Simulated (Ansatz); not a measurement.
Total energies of TaSe₂⁺ (the lowest singlet isomer of a short search) from Ansatz at r2SCAN-D4/def2-TZVP, gas phase (1 Eh = 27.2114 eV = 2625.5 kJ/mol). The reference geometry is relaxed at r2SCAN-D4/def2-TZVP.

| atom | x (Å) | y (Å) | z (Å) |
| --- | --- | --- | --- |
| Ta1 | 0.4444 | -0.0482 | 0.7949 |
| Se2 | -1.7729 | -0.3203 | 0.4486 |
| Se3 | 1.3285 | 0.3685 | -1.2435 |

```
           state                        geometry  energy (Eh)
charge 1 singlet                       reference  -4859.88102
charge 0 doublet                       reference  -4860.18151
charge 1 triplet  relaxed at r2SCAN-D4/def2-TZVP  -4859.87870
charge 1 quintet  relaxed at r2SCAN-D4/def2-TZVP  -4859.80745
```

In the def2 sets Ta takes a core potential; there is no spin–orbit coupling.

Question: Work out the vertical electron affinity, to the doublet.

Answer: E(charge 1 singlet) − E(charge 0 doublet) = -4859.88102 − (-4860.18151) = 0.30049 Eh = 8.18 eV.

Question: Which of the charge 1 states is lowest, and how far above it are the others?

Answer: The singlet, but by less than the method's error, so the order isn't settled. triplet: -4859.87870 − (-4859.88102) = 0.00232 Eh = 6.1 kJ/mol; quintet: -4859.80745 − (-4859.88102) = 0.07357 Eh = 193.2 kJ/mol.

The structure comes from a short search, and lower isomers may exist.
